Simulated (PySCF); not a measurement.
Working out the ionisation energy of Dy

Dy [Xe] 4f10 6s2 (high-spin determinant) → Dy⁺ [Xe] 4f10 6s1 (high-spin determinant). Calculation: PySCF 2.14, in x2c-TZVPPall with one added diffuse shell each of s, p, d, f type (12s8p8d5f2g, 129 functions); the spin-free X2C one-electron Hamiltonian (Gaussian nucleus). Frozen: [Ar] 3d10. Energies in hartree (1 hartree = 27.21139 eV):

```csv
part,Dy (lower),Dy⁺ (upper)
UHF,-12152.326572,-12152.148012
MP2 opposite-spin,-0.919154,-0.889625
MP2 same-spin,-0.570565,-0.562393
```

Task: What does Hartree-Fock give?

Result: (-12152.148012) − (-12152.326572) = 0.178560 hartree = 4.859 eV.

Task: What do MP2 and SCS-MP2 (6/5 opposite-spin, 1/3 same-spin) give?

Result: The opposite-spin parts differ by 0.804 eV and the same-spin parts by 0.222 eV. MP2: 4.859 + (0.804) + (0.222) = 5.885 eV. SCS-MP2: 4.859 + 1.2 × (0.804) + (0.222)/3 = 5.898 eV.

A first-order spin-orbit estimate adds 0.000 eV to MP2 (valence and next inner shell), giving 5.885 eV against 5.939 eV (measured; NIST Atomic Spectra Database, ionization energies).

One determinant mixes LS terms, so it does not stand for a single term.

What remains against the reference includes basis incompleteness, the frozen core and correlation beyond second order.
